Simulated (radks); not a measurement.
Valence configurations of Ni+ (all share [Ar]). Method: Dirac Kohn-Sham, BLYP, spin-unpolarised, spherical densities, point nucleus; open shells fill j = l - 1/2 first; computed with a radial shooting solver on a logarithmic mesh with Libxc functionals. Order these by energy: 3d8.5 4s0.5; 3d8 4s1; 3d6.5 4s1 4p1.5; 3d4 4s1.5 4p3.5; 3d9; 3d7 4s1 4p1; 3d7.5 4s1 4p0.5; 3d6 4s1.5 4p1.5; 3d8 4p1; 3d6.5 4s0.5 4p2.

Answer. From the lowest, in eV above it: 3d9 0.000; 3d8.5 4s0.5 0.962; 3d8 4s1 2.748; 3d8 4p1 8.386; 3d7.5 4s1 4p0.5 8.426; 3d7 4s1 4p1 15.529; 3d6.5 4s1 4p1.5 24.172; 3d6.5 4s0.5 4p2 27.546; 3d6 4s1.5 4p1.5 30.937; 3d4 4s1.5 4p3.5 89.909. NIST lists [Ar] 3d9 as the ground configuration; this level of theory agrees among the configurations tried. The energies are those of spherical spin-averaged densities, not of single terms.
